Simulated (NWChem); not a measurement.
System: C3H6OSi; SMILES [SiH2]1CC(=O)C1

The following NWChem deck was run.

```
start job
memory heap 200 mb stack 900 mb global 1100 mb
geometry units angstroms noautosym nocenter noautoz
  O      0.506957    -2.095408     0.000000
  C      0.033465    -0.983544     0.000000
  C     -0.211941    -0.056120    -1.207838
  Si     0.138904     1.389750     0.000000
  C     -0.211941    -0.056120     1.207838
  H      0.384714    -0.292774    -2.090911
  H     -1.275712    -0.059389    -1.483366
  H     -0.808517     2.533986     0.000000
  H      1.541610     1.874924     0.000000
  H     -1.275712    -0.059389     1.483366
  H      0.384714    -0.292774     2.090911
end
basis spherical
  O library def2-svp
  C library def2-svp
  Si library def2-svp
  H library def2-svp
end
dft
  xc m05-2x
  iterations 150
end
cosmo
  do_cosmo_smd true
  solvent dioxane
end
task dft energy
```

NWChem printed, in part:

```
             Northwest Computational Chemistry Package (NWChem) 7.3.0
             --------------------------------------------------------

                             Geometry "geometry" -> ""
                             -------------------------

 Output coordinates in angstroms (scale by  1.889725989 to convert to a.u.)

  No.       Tag          Charge          X              Y              Z
 ---- ---------------- ---------- -------------- -------------- --------------
    1 O                    8.0000     0.50695700    -2.09540800     0.00000000
    2 C                    6.0000     0.03346500    -0.98354400     0.00000000
    3 C                    6.0000    -0.21194100    -0.05612000    -1.20783800
    4 Si                  14.0000     0.13890400     1.38975000     0.00000000
    5 C                    6.0000    -0.21194100    -0.05612000     1.20783800
    6 H                    1.0000     0.38471400    -0.29277400    -2.09091100
    7 H                    1.0000    -1.27571200    -0.05938900    -1.48336600
    8 H                    1.0000    -0.80851700     2.53398600     0.00000000
    9 H                    1.0000     1.54161000     1.87492400     0.00000000
   10 H                    1.0000    -1.27571200    -0.05938900     1.48336600
   11 H                    1.0000     0.38471400    -0.29277400     2.09091100

 Effective nuclear repulsion energy (a.u.)     215.5379184416

                                 NWChem DFT Module
                                 -----------------

 Summary of "ao basis" -> "ao basis" (spherical)
 ------------------------------------------------------------------------------
       Tag                 Description            Shells   Functions and Types
 ---------------- ------------------------------  ------  ---------------------
 O                          def2-svp                 6       14   3s2p1d
 C                          def2-svp                 6       14   3s2p1d
 Si                         def2-svp                 8       18   4s3p1d
 H                          def2-svp                 3        5   2s1p

 in cosmo_initialize ...
 calling solv_data for solv:dioxane

 solvent parameters
 solvname_short: dioxane
 solvname_long:  1,4-dioxane
 dielec:        2.2099
 dielecinf:     2.0232
 nonaqueous SMD model solvent descriptors
 dielec:        2.2099
 sola:          0.0000
 solb:          0.6400
 solc:          0.0000
 solg:         47.1400
 solh:          0.0000
 soln:          1.4224

[...]

                                COSMO-SMD solvation results
                                ---------------------------

             internal energy in gas <Psi(g)|H|Psi(g)> =      -482.338905029841
         internal energy in solvent <Psi(s)|H|Psi(s)> =      -482.338633673409
                               delta internal energy  =         0.000271356432 (    0.17 kcal/mol)
   total free energy in solvent <Psi(s)|H+V/2|Psi(s)> =      -482.342627500760
 polarization energy contribution <Psi(s)|V/2|Psi(s)> =        -0.003993827351 (   -2.51 kcal/mol)
    total free energy in solvent including G(SMD-CDS) =      -482.344666523238
                       G(SMD-CDS) energy contribution =        -0.002039022478 (   -1.28 kcal/mol)
     1 M fixed-concentration free energy of solvation =        -0.005761493398 (   -3.62 kcal/mol)

                       DFT Final Molecular Orbital Analysis
                       ------------------------------------

 Vector   21  Occ=2.000000D+00  E=-3.803975D-01
              MO Center=  1.8D-01,  2.6D-01,  4.4D-08, r^2= 3.8D+00
   Bfn.  Coefficient  Atom+Function         Bfn.  Coefficient  Atom+Function
  ----- ------------  ---------------      ----- ------------  ---------------
     4      0.278054   1 O  px               51      0.247341   4 Si py
    33     -0.234692   3 C  py               65     -0.234692   5 C  py
     7      0.193391   1 O  px               17      0.193492   2 C  s
    90      0.190635   9 H  s                19      0.159266   2 C  py
    54      0.155508   4 Si py               36     -0.142083   3 C  py

 Vector   22  Occ=2.000000D+00  E=-3.688275D-01
              MO Center= -7.5D-02,  2.3D-01, -4.6D-08, r^2= 2.8D+00
   Bfn.  Coefficient  Atom+Function         Bfn.  Coefficient  Atom+Function
  ----- ------------  ---------------      ----- ------------  ---------------
    34      0.258259   3 C  pz               66      0.258259   5 C  pz
    52     -0.252823   4 Si pz               31      0.213027   3 C  s
    63     -0.213027   5 C  s                33      0.193017   3 C  py
    65     -0.193017   5 C  py               37      0.172300   3 C  pz
    69      0.172300   5 C  pz               55     -0.167064   4 Si pz

 Vector   23  Occ=2.000000D+00  E=-3.134247D-01
              MO Center=  2.0D-01, -1.1D+00, -1.8D-09, r^2= 2.7D+00
   Bfn.  Coefficient  Atom+Function         Bfn.  Coefficient  Atom+Function
  ----- ------------  ---------------      ----- ------------  ---------------
     6      0.503827   1 O  pz                9      0.373877   1 O  pz
    33     -0.232217   3 C  py               65      0.232217   5 C  py
    31      0.217650   3 C  s                63     -0.217650   5 C  s
    20     -0.188767   2 C  pz               36     -0.178978   3 C  py
    68      0.178978   5 C  py               34      0.135453   3 C  pz

 Vector   24  Occ=0.000000D+00  E= 2.238281D-02
              MO Center= -4.2D-02, -6.6D-01,  5.1D-09, r^2= 3.5D+00
   Bfn.  Coefficient  Atom+Function         Bfn.  Coefficient  Atom+Function
  ----- ------------  ---------------      ----- ------------  ---------------
    86      0.464950   8 H  s                21      0.437972   2 C  px
    18      0.415839   2 C  px               81      0.373953   7 H  s
    96      0.373953  10 H  s                54     -0.368618   4 Si py
     7     -0.351520   1 O  px                4     -0.320191   1 O  px
    31     -0.302918   3 C  s                63     -0.302918   5 C  s

[...]
```

Level: M05-2X/def2-SVP, SMD on the gas-phase geometry. Coordinates come from a B3LYP/6-31G* (spherical d) optimisation. Solvent: 1,4-dioxane.
